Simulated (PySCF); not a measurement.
## Dipole response of Cr⁺ (chromium, charge +1)

[Ar] 3d5, high-spin 6S determinant. Calculation: PySCF 2.14, in ANO-R2 (6s4p4d2f, 52 functions); scalar relativity by spin-free X2C-1e. Coupled (time-dependent) response in atomic units; α is the mean over directions. The basis has no added diffuse functions, which lowers α and C₆.

```csv
method,mean α (bohr³),C₆ (like pair),S(−4)
UHF,7.856,27.54,62.05
PBE,11.23,39.84,165.2
PBE0,9.978,35.26,120.0
wB97X,10.20,35.77,129.2
```

S(−4) is the Cauchy moment in α(ω) = α(0) + S(−4) ω² + …

α(iu) at UHF:

```csv
u (hartree),α(iu) (bohr³)
0,7.856
0.0500,7.706
0.100,7.305
0.200,6.203
0.300,5.218
0.500,3.982
0.750,3.158
1.00,2.620
1.50,1.875
2.00,1.377
3.00,0.8040
5.00,0.3584
```

For an ion, C₆ is the dispersion term alone; charge-induced terms of lower order in 1/R come first.
